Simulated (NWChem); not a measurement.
System: BiH$_{3}$O$_{3}$; SMILES [OH][Bi]([OH])[OH]

Output (shortened):

```
             Northwest Computational Chemistry Package (NWChem) 7.3.0
             --------------------------------------------------------

                             Geometry "geometry" -> ""
                             -------------------------

 Output coordinates in angstroms (scale by  1.889725989 to convert to a.u.)

  No.       Tag          Charge          X              Y              Z
 ---- ---------------- ---------- -------------- -------------- --------------
    1 Bi                  83.0000     0.02436900     0.01297100     0.22365600
    2 O                    8.0000     1.63339200    -0.40850500    -1.03740600
    3 H                    1.0000     1.34378700    -1.07587200    -1.67583900
    4 O                    8.0000    -1.25304800    -1.37680600    -0.66713500
    5 H                    1.0000    -1.76122500    -0.91380400    -1.34860500
    6 O                    8.0000    -0.66451800     1.61753100    -0.91990400
    7 H                    1.0000    -0.09399100     1.69195900    -1.69821600

 Effective nuclear repulsion energy (a.u.)     611.5994656517

                                 NWChem DFT Module
                                 -----------------

 Summary of "ao basis" -> "ao basis" (spherical)
 ------------------------------------------------------------------------------
       Tag                 Description            Shells   Functions and Types
 ---------------- ------------------------------  ------  ---------------------
 Bi                        def2-svpd                12       32   5s4p3d
 O                         def2-svpd                 9       23   4s3p2d
 H                         def2-svpd                 4        8   2s2p

            General Information
            -------------------
          SCF calculation type: DFT
          Wavefunction type:  closed shell.
          No. of atoms     :     7
          No. of electrons :    50
           Alpha electrons :    25
            Beta electrons :    25
          Charge           :     0
          Spin multiplicity:     1
          Use of symmetry is: off; symmetry adaption is: off
          Maximum number of iterations: 150
          AO basis - number of functions:   125
                     number of shells:    51
          Convergence on energy requested:  1.00D-06
          Convergence on density requested:  1.00D-05
          Convergence on gradient requested:  5.00D-04

              XC Information
              --------------
                         PBE0 Method XC Functional
                     Hartree-Fock (Exact) Exchange  0.250
          PerdewBurkeErnzerhof Exchange Functional  0.750
            Perdew 1991 LDA Correlation Functional  1.000 local
           PerdewBurkeErnz. Correlation Functional  1.000 non-local

             Grid Information
             ----------------
          Grid used for XC integration:  medium
          Radial quadrature: Mura-Knowles
          Angular quadrature: Lebedev.
          Tag              B.-S. Rad. Rad. Pts. Rad. Cut. Ang. Pts.
          ---              ---------- --------- --------- ---------
          Bi                  1.60      123          10.0       590
          O                   0.60       49          11.0       434
          H                   0.35       45          11.0       434
          Grid pruning is: on
          Number of quadrature shells:   405
          Spatial weights used:  Erf1

      Superposition of Atomic Density Guess
      -------------------------------------

 Sum of atomic energies:        -470.99918908

      Non-variational initial energy
      ------------------------------

 Total energy =    -439.508154
 1-e energy   =   -1099.994682
 2-e energy   =     451.241980
 HOMO         =      -0.364152
 LUMO         =      -0.008070

   convergence    iter        energy       DeltaE   RMS-Dens  Diis-err
 ---------------- ----- ----------------- --------- --------- ---------
 d= 0,ls=0.0,diis     1   -441.5680872574 -6.51D+02  2.33D-02  1.52D+00
 d= 0,ls=0.0,diis     2   -441.1727134477  3.95D-01  1.24D-02  5.42D+00
 d= 0,ls=0.0,diis     3   -441.7488529964 -5.76D-01  9.21D-04  1.61D-02
 d= 0,ls=0.0,diis     4   -441.7504777050 -1.62D-03  3.20D-04  1.20D-03
 d= 0,ls=0.0,diis     5   -441.7506104124 -1.33D-04  5.30D-05  1.81D-05
  Resetting Diis
 d= 0,ls=0.0,diis     6   -441.7506124961 -2.08D-06  1.48D-05  3.42D-06
 d= 0,ls=0.0,diis     7   -441.7506126991 -2.03D-07  1.85D-05  1.59D-06
 d= 0,ls=0.0,diis     8   -441.7506121382  5.61D-07  1.25D-05  7.11D-06
 d= 0,ls=0.0,diis     9   -441.7506128662 -7.28D-07  8.37D-07  5.49D-09

         Total DFT energy =     -441.750612866237
      One electron energy =    -1102.841707653698
           Coulomb energy =      495.648651839213
    Exchange-Corr. energy =      -43.802105148624
 Nuclear repulsion energy =      209.244548096872

 Numeric. integr. density =       50.000016103452

                       DFT Final Molecular Orbital Analysis
                       ------------------------------------

 Vector   23  Occ=2.000000D+00  E=-3.192459D-01
              MO Center=  5.3D-01, -4.5D-02, -9.3D-01, r^2= 3.5D+00
   Bfn.  Coefficient  Atom+Function         Bfn.  Coefficient  Atom+Function
  ----- ------------  ---------------      ----- ------------  ---------------
   100     -0.315132  6 O  py                37      0.311302  2 O  px
    38     -0.288545  2 O  py               103     -0.237384  6 O  py
    40      0.232353  2 O  px                41     -0.210685  2 O  py
    39      0.206948  2 O  pz                70     -0.164139  4 O  pz
    68      0.153802  4 O  px                42      0.144415  2 O  pz

 Vector   24  Occ=2.000000D+00  E=-3.191462D-01
              MO Center= -7.2D-01, -6.5D-02, -7.9D-01, r^2= 3.5D+00
   Bfn.  Coefficient  Atom+Function         Bfn.  Coefficient  Atom+Function
  ----- ------------  ---------------      ----- ------------  ---------------
    68      0.347869  4 O  px               100      0.296126  6 O  py
    71      0.260146  4 O  px               103      0.217156  6 O  py
    70     -0.215250  4 O  pz                99      0.197989  6 O  px
    37      0.180305  2 O  px               101      0.176458  6 O  pz
    69      0.172792  4 O  py                73     -0.149148  4 O  pz

 Vector   25  Occ=2.000000D+00  E=-3.043361D-01
              MO Center= -6.8D-02, -4.1D-02, -6.1D-01, r^2= 4.0D+00
   Bfn.  Coefficient  Atom+Function         Bfn.  Coefficient  Atom+Function
  ----- ------------  ---------------      ----- ------------  ---------------
     4      0.313171  1 Bi s                 99     -0.273999  6 O  px
    39     -0.254687  2 O  pz                 3      0.229447  1 Bi s
    69     -0.230038  4 O  py                70     -0.230083  4 O  pz
    14      0.210257  1 Bi pz               102     -0.207697  6 O  px
    38      0.202662  2 O  py               101     -0.200873  6 O  pz

 Vector   26  Occ=0.000000D+00  E=-4.261508D-02
              MO Center=  8.3D-02,  9.2D-03,  4.2D-01, r^2= 4.5D+00
   Bfn.  Coefficient  Atom+Function         Bfn.  Coefficient  Atom+Function
  ----- ------------  ---------------      ----- ------------  ---------------
    13      0.519745  1 Bi py                16      0.411937  1 Bi py
    29      0.349119  1 Bi d -1              98      0.315559  6 O  s
    36     -0.296071  2 O  s                  7     -0.229139  1 Bi py
    97     -0.162123  6 O  s                 66      0.148372  4 O  s
    19     -0.133965  1 Bi d -1             101     -0.132438  6 O  pz

 Vector   27  Occ=0.000000D+00  E=-4.238737D-02
              MO Center=  8.1D-03,  4.1D-02,  4.2D-01, r^2= 4.5D+00
   Bfn.  Coefficient  Atom+Function         Bfn.  Coefficient  Atom+Function
  ----- ------------  ---------------      ----- ------------  ---------------
    12      0.517144  1 Bi px                15      0.409517  1 Bi px
    67     -0.355633  4 O  s                 31     -0.345301  1 Bi d  1
     6     -0.227929  1 Bi px                36      0.195885  2 O  s
    35     -0.180006  2 O  s                 98      0.160409  6 O  s
    69      0.146186  4 O  py                21      0.136413  1 Bi d  1

 Vector   28  Occ=0.000000D+00  E=-1.712499D-02
              MO Center=  2.2D-02,  1.2D-02,  2.0D-01, r^2= 6.4D+00
   Bfn.  Coefficient  Atom+Function         Bfn.  Coefficient  Atom+Function
  ----- ------------  ---------------      ----- ------------  ---------------
     4      0.935798  1 Bi s                  5     -0.640968  1 Bi s
     3      0.407357  1 Bi s                 14     -0.390291  1 Bi pz
    30     -0.377965  1 Bi d  0              17     -0.359131  1 Bi pz
   107     -0.295573  6 O  pz                45     -0.281065  2 O  pz
    67      0.269488  4 O  s                 98      0.268493  6 O  s

     Multipole analysis of the density
     ---------------------------------

     L   x y z        total         alpha         beta         nuclear
     -   - - -        -----         -----         ----         -------
     0   0 0 0     -0.000000    -25.000000    -25.000000     50.000000

     1   1 0 0      0.058210      2.130796      2.130796     -4.203382
     1   0 1 0      0.033756      1.284529      1.284529     -2.535302
     1   0 0 1      0.533422     19.706447     19.706447    -38.879472

[...]

 DFT Linear Response polarizability / au
 Frequency  =       0.0000000 / au
              X              Y              Z
 -----------------------------------------------
 X      57.8041119     -0.0296712     -0.3321419
 Y      -0.0297220     57.7490307     -0.2085255
 Z      -0.3321385     -0.2085311     54.5894244
 -----------------------------------------------
 Eigenvalues =      57.8389730     57.7619381     54.5416559
 Isotropic   =      56.7141890
 Anisotropic =       3.2594824
 -----------------------------------------------

 Magnetic Dipole Response Matrix (nonzero elements):

 Exiting AOResponse driver routine
```

Level: PBE0/def2-SVPD with def2 effective core potentials on Bi. Geometry: optimised at PBE0/def2-SVP. No frequency run checked for a minimum. def2 effective core potentials on Bi; no spin-orbit coupling.

Problem. Which NWChem input produces such a log?

Solution. One answer among several that fit: the input that was run:
```
start job
memory heap 200 mb stack 900 mb global 1100 mb
geometry units angstroms noautosym nocenter noautoz
  Bi     0.024369     0.012971     0.223656
  O      1.633392    -0.408505    -1.037406
  H      1.343787    -1.075872    -1.675839
  O     -1.253048    -1.376806    -0.667135
  H     -1.761225    -0.913804    -1.348605
  O     -0.664518     1.617531    -0.919904
  H     -0.093991     1.691959    -1.698216
end
basis spherical
  * library def2-svpd
end
ecp
  Bi library def2-ecp
end
dft
  xc pbe0
  iterations 150
end
property
  response 1 0.0
end
task dft property
```
